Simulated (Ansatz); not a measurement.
C3H7AlO. The species carries charge 0 and has multiplicity 1. The bonds changed during the relaxation, so this is another structure than the one it started from. Geometry: relaxed with PBE0-D4/def2-TZVP. It is one conformer, not always the lowest.

```xyz
12

C     0.173   -1.522   -0.328
C    -0.165   -0.146    0.104
O     1.149    0.565    0.713
C    -0.547    0.963   -0.878
Al   -0.522    1.490    0.978
H     0.480   -2.166    0.502
H     0.963   -1.527   -1.092
H    -0.721   -1.971   -0.769
H     1.430    0.018    1.455
H     0.171    1.202   -1.670
H    -1.541    0.773   -1.284
H    -0.870    2.321    2.268
```

Question: What is the dipole moment at r2SCAN/def2-TZVPP? (Best estimate.)

Answer: Ansatz gave: 1.51 D, with components (0.55, -0.84, 1.14) D in this frame, pointing from negative to positive charge.

Question: And with PBE, B3LYP, ωB97M-V? (Estimate.)

Answer: Ansatz gave: PBE 1.51 D, B3LYP 1.50 D, ωB97M-V 1.51 D.

Question: Give the Mulliken charges with r2SCAN, PBE, ωB97M-V in def2-TZVPP. (Best estimate.)

Answer: The calculation gave: 
```json
{"atom": "C1", "r2SCAN": "-0.14", "PBE": "-0.21", "ωB97M-V": "-0.29"}
{"atom": "C2", "r2SCAN": "-0.05", "PBE": "-0.04", "ωB97M-V": "-0.04"}
{"atom": "O3", "r2SCAN": "-0.24", "PBE": "-0.19", "ωB97M-V": "-0.22"}
{"atom": "C4", "r2SCAN": "-0.27", "PBE": "-0.23", "ωB97M-V": "-0.34"}
{"atom": "Al5", "r2SCAN": "0.40", "PBE": "0.21", "ωB97M-V": "0.31"}
{"atom": "H6", "r2SCAN": "0.03", "PBE": "0.07", "ωB97M-V": "0.09"}
{"atom": "H7", "r2SCAN": "0.04", "PBE": "0.07", "ωB97M-V": "0.10"}
{"atom": "H8", "r2SCAN": "0.05", "PBE": "0.08", "ωB97M-V": "0.10"}
{"atom": "H9", "r2SCAN": "0.20", "PBE": "0.19", "ωB97M-V": "0.18"}
{"atom": "H10", "r2SCAN": "0.03", "PBE": "0.04", "ωB97M-V": "0.08"}
{"atom": "H11", "r2SCAN": "0.06", "PBE": "0.07", "ωB97M-V": "0.10"}
{"atom": "H12", "r2SCAN": "-0.11", "PBE": "-0.08", "ωB97M-V": "-0.07"}
```

B3LYP here is the variant with VWN-RPA as its local correlation; programs differ in this.
